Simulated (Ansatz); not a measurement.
Two isomers of CH7BSSi: A = `BS[SiH2]C`, B = `B[SiH2]CS`.

Isolated molecules relaxed with PBE0-D4/def2-TZVP in Ansatz; ΔE leaves out vibrations. CCSD(T)/CBS adds triple-zeta CCSD(T) − MP2 to the extrapolated MP2 energy (def2 sets, frozen cores). DFT in def2-TZVPP. B3LYP here is the variant with VWN-RPA as its local correlation; programs differ in this. Each species was taken in one conformer, which may not be the lowest.

Q: Which is lower in electronic energy at CCSD(T)/CBS, and by how much? (Estimate.)

A: Ansatz gave: A, by 57.3 kcal/mol.

Q: Give E(B) − E(A) in kcal/mol with B3LYP-D4, BLYP-D4, r2SCAN-D4, CCSD/def2-TZVPP, PBE-D4, HF/def2-TZVPP, ωB97M-V. (Best estimate.)

A: The calculation gave: B3LYP-D4 57.1, BLYP-D4 56.6, r2SCAN-D4 59.1, CCSD/def2-TZVPP 56.2, PBE-D4 57.1, HF/def2-TZVPP 55.7, ωB97M-V 57.7. None reverses the order clearly.

Q: Does the order hold for the free energy at 298.15 K (harmonic terms from PBE0-D4)? (Best estimate.)

A: The calculation gave: Yes: G(B) − G(A) = +54.4 kcal/mol, for one conformer each. Modes under 60 cm⁻¹, often nearly free rotors, make the harmonic entropy too high.

Largest T1 diagnostic: 0.013.

From BLYP to BHLYP (50 % exact exchange), in def2-TZVPP and without D4, E(B) − E(A) moves by +0.9 kcal/mol. In def2-TZVPP, CCSD(T) changes the Hartree–Fock value by +1.3 kcal/mol (the triples alone add +0.7 kcal/mol) and MP2 by +4.3 kcal/mol.
